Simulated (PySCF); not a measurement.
C2H7NOSi2, SMILES O([SiH2][SiH2]C)C#N. Atoms are numbered in the order given.

```xyz
13

C     -2.9861    -0.5287     0.6436
Si    -1.3147     0.3368     0.6929
Si     0.0511    -0.5137    -1.0190
O      1.6014     0.2655    -0.9766
C      2.3289     0.3871     0.0654
N      3.0022     0.5126     1.0046
H     -2.8741    -1.6127     0.7961
H     -3.4924    -0.3628    -0.3192
H     -3.6361    -0.1384     1.4416
H     -0.6141     0.1072     1.9919
H     -1.4537     1.8079     0.4672
H     -0.4246    -0.2076    -2.3944
H      0.3025    -1.9801    -0.8916
```
Charge 0, spin multiplicity 1.

The structure is a stationary point at PBE0-D3(BJ)/def2-SVP. This is a generated structure with no PubChem entry under its InChIKey; it may be hypothetical. One conformer was computed; it need not be the lowest.

Computed with PBE0/pcSseg-1 (PySCF).

GIAO shieldings, no solvent; atoms listed in one row are averaged. δ = σ(ref) − σ: ¹³C against TMS (σ = 186.3 ppm); ²⁹Si against TMS (σ = 352.7 ppm); ¹⁷O against H2O (σ = 334.2 ppm); ¹⁵N against NH3 (σ = 267.4 ppm); ¹H against TMS (σ = 31.56 ppm), references at their B3LYP-D3(BJ)/def2-TZVP geometries, non-relativistic.

Estimate the chemical shifts. (An estimate is asked for; the answer gives what the named calculation found.)


| nucleus | atoms | count | δ (ppm) |
|---|---|---|---|
| ¹³C | C5 | 1 | 117.6 |
| ¹³C | C1 | 1 | -11.3 |
| ²⁹Si | Si3 | 1 | 13.4 |
| ²⁹Si | Si2 | 1 | -75.4 |
| ¹⁷O | O4 | 1 | 34.2 |
| ¹⁵N | N6 | 1 | 187.2 |
| ¹H | H13 | 1 | 5.76 |
| ¹H | H12 | 1 | 5.51 |
| ¹H | H10 | 1 | 4.68 |
| ¹H | H11 | 1 | 4.40 |
| ¹H | H7, H8, H9 | 3 | 0.51 |
